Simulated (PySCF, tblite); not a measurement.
Isomers of C6H14Si. Method: GFN2-xTB as coded in tblite; computed harmonic values from a numerical Hessian at the method's own geometry, unscaled. This tight-binding method is rough: wavenumbers can miss measured ones by several per cent, in bad cases by 10 to 20. Modes of hydrogen on silicon can be 10 to 20 % off. One conformer each.

Electronic energies: PBE0/pcSseg-1 single points on the GFN2-xTB geometries (PySCF, gas phase).

| SMILES | electronic energy, lowest = 0 (kJ/mol) |
| --- | --- |
| C[C@@H]1C[Si@@H](C)[C@@H]1C | 0.0 |
| CC[SiH2]CC1CC1 | 51.0 |
| C/C=C/C(C)(C)[SiH3] | 60.1 |

**Question.** How do GFN2-xTB zero-point energies change the relative energies?

**Answer.** 
```
                     SMILES  ZPE (kJ/mol)  of it from modes above 1550 cm⁻¹  electronic (kJ/mol)  with ZPE, lowest = 0 (kJ/mol)  lowest mode (cm⁻¹)  rings
C[C@@H]1C[Si@@H](C)[C@@H]1C         480.2                             247.3                  0.0                            0.0                  74      1
             CC[SiH2]CC1CC1         472.8                             243.9                 51.0                           43.5                  33      1
        C/C=C/C(C)(C)[SiH3]         462.5                             249.6                 60.1                           42.3                  64      0
```

The zero-point energies span 17.7 kJ/mol, from `C/C=C/C(C)(C)[SiH3]` to `C[C@@H]1C[Si@@H](C)[C@@H]1C`. The lowest isomer stays, but the order above it changes.

**Question.** And how do the electronic energies of GFN2-xTB itself compare?

**Answer.** `C[C@@H]1C[Si@@H](C)[C@@H]1C` 9.2; `CC[SiH2]CC1CC1` 23.7; `C/C=C/C(C)(C)[SiH3]` 0.0 kJ/mol, lowest = 0. Against the energies above, taken from the same isomer `C[C@@H]1C[Si@@H](C)[C@@H]1C`, the largest difference is 69.3 kJ/mol.

**Question.** What do entropy and thermal enthalpy add at 298.15 K and 1 bar (rigid rotor, harmonic oscillator, one conformer each)?

**Answer.** 
```json
{"SMILES": "C[C@@H]1C[Si@@H](C)[C@@H]1C", "point group": "C1", "symmetry number": "1", "S (J/(mol K))": "393.4", "H − H(0) (kJ/mol)": "27.88", "ZPE + H − H(0) − TS (kJ/mol)": "390.8"}
{"SMILES": "CC[SiH2]CC1CC1", "point group": "C1", "symmetry number": "1", "S (J/(mol K))": "415.0", "H − H(0) (kJ/mol)": "28.53", "ZPE + H − H(0) − TS (kJ/mol)": "377.6"}
{"SMILES": "C/C=C/C(C)(C)[SiH3]", "point group": "C1", "symmetry number": "1", "S (J/(mol K))": "410.5", "H − H(0) (kJ/mol)": "30.47", "ZPE + H − H(0) − TS (kJ/mol)": "370.5"}
```
